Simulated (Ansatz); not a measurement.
One change: `C[NH][Sn]([F])([F])[F]` becomes `[F][Sn]([F])([F])[GeH3]`.

Ansatz, PBE0-D4/def2-TZVP geometries, multiplicity 1. Each molecule was computed in one conformer, which needn't be the lowest.

Elements past krypton have def2 core potentials. Scalar relativity is left out up to krypton.

```json
{"property": "HOMO–LUMO gap (PBE0/def2-TZVPP) / eV", "`C[NH][Sn]([F])([F])[F]`": "5.79"}
{"property": "HOMO energy (PBE/def2-TZVPP) / eV", "`C[NH][Sn]([F])([F])[F]`": "-6.64"}
{"property": "HOMO–LUMO gap (B3LYP/def2-TZVPP) / eV", "`C[NH][Sn]([F])([F])[F]`": "5.19"}
{"property": "HOMO–LUMO gap (ωB97M-V/def2-TZVPP) / eV", "`C[NH][Sn]([F])([F])[F]`": "10.22"}
{"property": "size of the dipole moment (ωB97M-V/def2-TZVPP) / D", "`C[NH][Sn]([F])([F])[F]`": "4.12"}
{"property": "HOMO energy (B3LYP/def2-TZVPP) / eV", "`C[NH][Sn]([F])([F])[F]`": "-7.88"}
```

(1) What does the change do to each property? (Estimate.)

Answers

(1) The calculation gave: 
| property | `[F][Sn]([F])([F])[GeH3]` | shift |
| --- | --- | --- |
| HOMO–LUMO gap (PBE0/def2-TZVPP) / eV | 7.43 | 1.64 |
| HOMO energy (PBE/def2-TZVPP) / eV | -8.17 | -1.53 |
| HOMO–LUMO gap (B3LYP/def2-TZVPP) / eV | 6.88 | 1.69 |
| HOMO–LUMO gap (ωB97M-V/def2-TZVPP) / eV | 11.43 | 1.21 |
| size of the dipole moment (ωB97M-V/def2-TZVPP) / D | 5.65 | 1.53 |
| HOMO energy (B3LYP/def2-TZVPP) / eV | -9.29 | -1.41 |

With PBE0 the HOMO falls by 1.41 eV and the LUMO rises by 0.23 eV, so the gap widens by about 1.64 eV. PBE moves the HOMO by -1.53 eV and ωB97M-V by -1.12 eV. The zero-point energy changes by -80.4 kJ/mol with -6 modes. Dipoles are sizes alone; their direction can turn.

B3LYP here is the variant with VWN-RPA as its local correlation; programs differ in this.
